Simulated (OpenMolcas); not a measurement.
## F II: from CASSCF to CASPT2

```yaml
Program: OpenMolcas
Basis: ANO-RCC-VQZP [5s4p3d2f1g]
Scalar_Hamiltonian: DKH2, point nucleus
Active_space: 4 electrons in 3 orbitals (2p)
State_averaging: 2S+1 = 3 even, 3 roots; 2S+1 = 1 even, 6 roots
Spin-orbit_coupling: RASSI with atomic mean-field integrals over the reference wave functions, term energies averaged over their components
```

Methods on the same reference wave functions:
A. CASSCF
B. SS-CASPT2, IPEA 0.25 Eh, imaginary shift 0.1 Eh (closed shells correlated: 1s 2s)

Energies in cm-1 above 2s2 2p4 3P2, the measured ground level; measured values from NIST Handbook of Basic Atomic Spectroscopic Data.

```tsv
Level	A	B	Measured
2s2 2p4 3P2	0.0	0.0	0.0
2s2 2p4 3P1	320	320	341
2s2 2p4 3P0	475	474	490
2s2 2p4 1D2	22801	20810	20873
2s2 2p4 1S0	56512	46840	44918
```

Deviations, from unrounded energies. A percentage is the sum of absolute deviations over the sum of measured energies, with the sign that they share, or ± where signs differ.

```csv
Against measurement,Levels,A,B
mean absolute deviation (cm-1),4,3400,500
fine structure of the ground term (%),2,-4.4,-4.4
other terms of the ground configuration (%),2,+20.6,±3.0
```

B lies closest to measurement on these levels. The largest miss of B in the table is 2s2 2p4 1S0, by +1900 cm-1. The ranking rests on the paired levels alone, and a cruder setting can come out closer through cancelling errors.

From A to B the spin-free energies of the other terms of 2s2 2p4 shown, above 3P, scale by factors of 0.83 to 0.91.

The lowest spin-free term lies below A's lowest term by 0.183 hartree in B.

CASPT2 breaks the degeneracy within a term, and the mean is taken; among the terms shown or strongly mixed into the levels shown the widest spread is 48 cm-1 (2s2 2p4 1D, B). With the s shell closed, the reference lacks s² → p² mixing. Without dynamic correlation excited terms often stand tens of per cent too high (terms of higher spin than the ground term too low), and those without a measured partner can miss by more than the paired ones (holds for A). Measured partners are found by configuration, term and J. A level has none where our copy of the source lacks it or the pairing is in doubt (some pairs that miss far off the trend of their configuration count as doubtful), and it then counts in no deviation. Levels of configurations outside the active space are missing.
